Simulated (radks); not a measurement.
Spherical quantum dot in the effective-mass picture: electrons in a hard-walled sphere of radius 1.41, all in effective atomic units (hartree* = m*/eps^2 hartree, bohr* = eps/m* bohr), one dielectric constant everywhere. Calculated with a radial shooting solver with Libxc functionals: non-relativistic Kohn-Sham, PBE, spin-polarised, spherical densities. Levels are named by radial order and angular momentum (1s, 1p, 1d, 2s, ...), and open shells are averaged over m.

N = 11, configuration 1s2 1p6 1d(up 3, down 0). This is the lowest configuration that the search found. Occupied and some empty levels:

level    occupation  eigenvalue (hartree*)  <r> (bohr*)
1s up             1                 13.136       0.7906
1s down           1                 13.282       0.7848
1p up             3                 15.175       0.8844
1p down           3                 15.354       0.8819
1d up             3                 18.072       0.9454
1d down           0                 18.269       0.9442
2s up             0                 20.694       0.6749
2s down           0                 20.776       0.6773
1f up             0                 21.721       0.9898
1f down           0                 21.929       0.9893
2p up             0                 25.572       0.7508
2p down           0                 25.676       0.7511

Energy (hartree*): total 113.449, kinetic 61.934, external 0, Hartree 61.934, exchange-correlation -10.419.
